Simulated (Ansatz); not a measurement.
AlCl₃. Total charge 0; quintet. Geometry B3LYP-D4/def2-TZVP; atoms count from 1.

```xyz
4

Al   -1.1408    1.0056   -0.4401
Cl    1.2925   -1.1390    0.4985
Cl    1.0992    1.4145    0.0061
Cl   -1.2508   -1.2811   -0.0645
```

In the quintet, Cl2 and Cl3 lie 2.61 Å apart, Cl2 and Cl4 lie 2.61 Å apart (atoms count from 1), so these atoms are partly bonded to each other. At PBE0-D4/def2-TZVP a singlet of charge 0 lies 9.10 eV below the quintet, each at its own geometry. The structure comes from a short search, and lower isomers may exist.

**Question.** Estimate the Mulliken populations from the PBE0/def2-TZVP orbitals of Ansatz.

**Answer.** 
| atom | charge (e) | spin (α − β) |
| --- | --- | --- |
| Al1 | 0.15 | 1.86 |
| Cl2 | 0.04 | 1.04 |
| Cl3 | -0.09 | 0.55 |
| Cl4 | -0.09 | 0.55 |
Mulliken values depend strongly on the basis.

**Question.** Where does the spin sit?

**Answer.** Summed by element: Al 1.86, Cl 2.14, of 4 unpaired in all. Largest on single atoms: Al1 1.86, Cl2 1.04, Cl3 0.55.

**Question.** And the Mayer bond orders between heavy atoms (over 0.3)?

**Answer.** Al1–Cl3 0.68 (2.32 Å); Al1–Cl4 0.68 (2.32 Å); Cl2–Cl3 0.49 (2.61 Å); Cl2–Cl4 0.49 (2.61 Å).
